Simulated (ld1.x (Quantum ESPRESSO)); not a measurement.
**Scattering properties, RRKJ potential for aluminium (Al)**

Al, norm-conserving RRKJ (Kleinman–Bylander form), made with ld1.x (Quantum ESPRESSO) 7.5 (Wu–Cohen, scalar-relativistic). Core [Ne], reference 3s1 3p2. Waves: 3s (bound): rc 2.10 bohr; 3p (bound): rc 2.75 bohr; 3d channel at 0.1 Ry: rc 2.45 bohr. Local part: all-electron potential smoothed inside 1.60 bohr (lloc = -2). Core correction: Bessel-smoothed model core, default radius (core density twice the valence density). rho0 = 0.02.

The phase is arctan(r·u′/u) with u = r·R(r), unwrapped; energies in Ry, scanned from -3 to 5 Ry. A pole is an energy at which the radial function vanishes at the test radius. The pseudo phase is shifted by a multiple of π to meet the all-electron one at the reference energy, and phase errors are pseudo minus all-electron; the curves can meet again beyond the range given. Levels narrower than the energy grid can be missing from the lists of poles.

Problem. For each channel, where are the poles, and over which energies does the pseudopotential scatter like the atom?

Solution.

```tsv
channel	radius (bohr)	reference energy (Ry)	poles, all-electron	poles, pseudo	unbroken range about the reference energy with phases within 0.05 rad	phase error 1 Ry above the reference energy (rad)
s	3.02	-0.63	0.07	0.05, 3.11	below 1.1	-0.008
p	3.02	-0.24	0.77	0.76	below 2.1	-0.003
d	3.02	0.10	1.60	1.62	below 2.7	+0.003
```

Phases in the p channel:

```
E (Ry)  all-electron  pseudo
 -3.00         1.360   1.360
 -2.52         1.336   1.336
 -2.04         1.300   1.300
 -1.56         1.243   1.242
 -1.08         1.125   1.125
 -0.60         0.750   0.749
 -0.12        -0.803  -0.803
  0.36        -1.418  -1.420
  0.84        -1.589  -1.593
  1.32        -1.693  -1.700
  1.80        -1.802  -1.823
  2.28        -1.999  -2.078
  2.76        -2.677  -3.171
  3.24        -4.041  -4.268
  3.72        -4.427  -4.514
  4.20        -4.560  -4.615
  4.68        -4.629  -4.675
```
